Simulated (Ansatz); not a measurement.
C$_{2}$H$_{2}$N, charge -1, singlet, geometry from GFN2-xTB (a gas-phase anion, which may not be bound at this level); R2SCAN/STO-3G (Ansatz, a program for electronic structure).

The Ansatz input:
Ansatz 0.2 input:
```yaml
crystal:
  periodic: [false, false, false]
  atoms:
    - {symbol: C, position_ang: [0.00239539, -0.05738577, -1.17430271]}
    - {symbol: C, position_ang: [-0.00030500, -0.00940597, 0.17345626]}
    - {symbol: N, position_ang: [-0.00297384, 0.15282315, 1.34104101]}
    - {symbol: H, position_ang: [0.92298158, -0.33199703, -1.68935248]}
    - {symbol: H, position_ang: [-0.91470705, -0.33701456, -1.69285587]}
basis:
  gaussian:
    orbitals: STO-3G
    fitting: {mean_field: def2-universal-JKFIT}
hamiltonian:
  xc: r2scan
total_charge: -1
```

The log (banner, timings and long lists left out):

```
Functional definition: r2SCAN
263 factors; integrals over basis functions are off by at most 4.4e-3 eV
mean field evaluation 1: about -3542.3629 eV, gradient 2.7e1 eV
mean field evaluation 2: about -3532.0329 eV, gradient 6.9e1 eV
mean field evaluation 4: about -3544.2388 eV, gradient 7.9e-1 eV
mean field evaluation 8: about -3544.2495 eV, gradient 1.0e-3 eV
mean field -3544.24946559 eV, -130.2487654818 hartree, gradient 8.2e-6 eV, S^2 0.000000; 0 other end points of the search recorded, 0 dependent functions left out
reference -3544.24946897 eV, -130.2487656062 hartree; 11, 11 occupied and 6, 6 virtual orbitals, 263 factors
Total energy: -3544.24946897 eV, -130.2487656062 hartree
```
